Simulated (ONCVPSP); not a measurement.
# Logarithmic derivatives: chromium (Cr), ONCV

Cr (Z = 24), optimised norm-conserving Vanderbilt (ONCV), made with ONCVPSP 4.0.1 (PBEsol, scalar-relativistic). Core [Ne], reference 3s2 3p6 3d5 4s1. Waves: 3s+4s: rc 1.88 bohr, ncon 4, nbas 8, qcut 7.7 1/bohr, 2 projectors; 3p: rc 1.64 bohr, ncon 4, nbas 7, qcut 10.1 1/bohr, 1 projector; 3d: rc 1.40 bohr, ncon 4, nbas 9, qcut 13.1 1/bohr, 2 projectors, debl 0.8 Ha. Local part: polynomial inside 1.10 bohr (lpopt 2, dvloc0 0 Ha). Core correction: Teter function, fcfact 4.5, rcfact 1.6.

The phase is arctan(r·R′/R) of the radial function R(r), unwrapped; energies in Ha, scanned from -4 to 5 Ha. A pole is an energy at which the radial function vanishes at the test radius. The pseudo phase is shifted by a multiple of π to meet the all-electron one at the reference energy, and phase errors are pseudo minus all-electron; the curves can meet again beyond the range given. Levels narrower than the energy grid can be missing from the lists of poles.

Q: For each channel, where are the poles, and over which energies does the pseudopotential scatter like the atom?

A:

```csv
channel,radius (bohr),reference energy (Ha),"poles, all-electron","poles, pseudo",unbroken range about the reference energy with phases within 0.05 rad,phase error 1 Ha above the reference energy (rad)
s,1.91,-0.15,"-2.62, 3.42","-2.62, 3.43",the whole range,+0.000
p,1.66,-1.67,-1.30,-1.30,the whole range,-0.001
d,1.42,-0.11,0.95,0.95,the whole range,-0.000
```

Phases in the d channel:

```csv
E (Ha),all-electron,pseudo
-3.98,1.233,1.233
-3.74,1.218,1.218
-3.50,1.200,1.200
-3.26,1.179,1.179
-3.02,1.155,1.155
-2.78,1.127,1.127
-2.54,1.093,1.093
-2.30,1.050,1.050
-2.06,0.996,0.996
-1.82,0.924,0.924
-1.58,0.825,0.825
-1.34,0.682,0.682
-1.10,0.467,0.467
-0.86,0.141,0.141
-0.62,-0.287,-0.287
-0.38,-0.704,-0.704
-0.14,-1.010,-1.010
0.10,-1.214,-1.214
0.34,-1.353,-1.353
0.58,-1.454,-1.454
0.82,-1.533,-1.533
1.06,-1.599,-1.599
1.30,-1.657,-1.657
1.54,-1.711,-1.711
1.78,-1.766,-1.766
2.02,-1.823,-1.823
2.26,-1.887,-1.887
2.50,-1.962,-1.961
2.74,-2.054,-2.053
2.98,-2.174,-2.173
3.22,-2.338,-2.335
3.46,-2.567,-2.560
3.70,-2.874,-2.864
3.94,-3.235,-3.221
4.18,-3.575,-3.560
4.42,-3.838,-3.825
4.66,-4.027,-4.015
4.90,-4.160,-4.151
```
